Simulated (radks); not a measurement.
Results of a calculation; reference values are marked as such.
Question: Ionisation of Ag, [Kr] 4d10 5s1, to Ag+, [Kr] 4d10, under several functionals. Scalar-relativistic Kohn-Sham, spin-polarised, spherical densities, finite nucleus; open shells are filled with parallel spins first (spin-orbit coupling, left out, can overturn this in heavy ions); a radial shooting solver on a logarithmic mesh with Libxc functionals. The NIST Atomic Spectra Database gives 7.576 eV (measured). Rank these functionals by the error of their Delta-SCF ionisation energy: TASK exchange with Perdew-Wang LDA correlation; exchange-only PBE; revPBE; Wu-Cohen GGA; AM05; PW91.

Answer: From best to worst: TASK exchange with Perdew-Wang LDA correlation 7.518 eV (-0.058); exchange-only PBE 7.469 eV (-0.107); revPBE 7.821 eV (+0.245); AM05 7.915 eV (+0.339); Wu-Cohen GGA 7.968 eV (+0.392); PW91 8.020 eV (+0.444).
